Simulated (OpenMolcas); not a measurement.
An OpenMolcas run meant for Eu III (ANO-RCC-VTZP, X2C; inactive shells 1s 2s 2p 3s 3p 3d 4s 4p 4d 5s 5p; intended active space 7 electrons in 7 orbitals (4f)). One step of its input:

```
&RASSCF
FileOrb=start.orb
Symmetry=2
Spin=8
nActEl=7 0 0
Inactive=15 12
Ras2=0 7
CIRoot=6 6 1
SDav=1
CIMx=300
Iter=57 100
PrWF=0.3
OrbListing=Nothing
MaxOrb=0
Atom
>>> COPY $Project.JobIph JOB001
```

Lines from the output:

```
...
      Number of secondary orbitals              70
      Spin quantum number                      3.5
      State symmetry                             2
Orbital specifications:
      -----------------------

      Symmetry species                           1   2
                                                ag  au
      Frozen orbitals                            0   0
      Inactive orbitals                         15  12
      Active orbitals                            0   7
      RAS1 orbitals                              0   0
      RAS2 orbitals                              0   7
      RAS3 orbitals                              0   0
      Secondary orbitals                        36  34
      Deleted orbitals                           0   0
      Number of basis functions                 51  53
      Number of CSFs                             1
      Number of root(s) required                 6
 ************ ERROR ***********
  You can't ask for more roots
  than there are configurations
 ******************************
--- Stop Module: rasscf at  /rc=_RC_INPUT_ERROR_ ---
.####################.
.# User input error #.
.####################.
```

Q: What is wrong with the input?

A: CIRoot asks for more roots than the active space has configuration state functions.
